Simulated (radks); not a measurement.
Values are calculated unless marked as measured or tabulated.
Question: Coherent X-ray form factor from a spherical all-electron density. Level of theory: non-relativistic Kohn-Sham, PBE, spin-polarised, spherical densities, point nucleus (a radial shooting solver on a logarithmic mesh with Libxc functionals).

sin(theta)/lambda (1/angstrom)  f0 (electrons)
0.05                                     1.955
0.1                                      1.829
0.15                                     1.649
0.2                                      1.443
0.25                                     1.237
0.3                                      1.046
0.4                                      0.731
0.5                                      0.507
0.6                                      0.354
0.8                                      0.180
1                                        0.098
1.25                                     0.050
1.5                                      0.027
2                                        0.010

The species is in the configuration that NIST lists as its ground one. Which atom or ion scatters so?

Answer: Neutral helium, [He]. Extrapolating in s^2 from the first two rows gives f0(0) = 2.0, near the electron count 2; among species with that count, the fall with angle is slower the higher Z, and the table is that of Z = 2; from so few rows the species is fixed only to a neighbour or two.
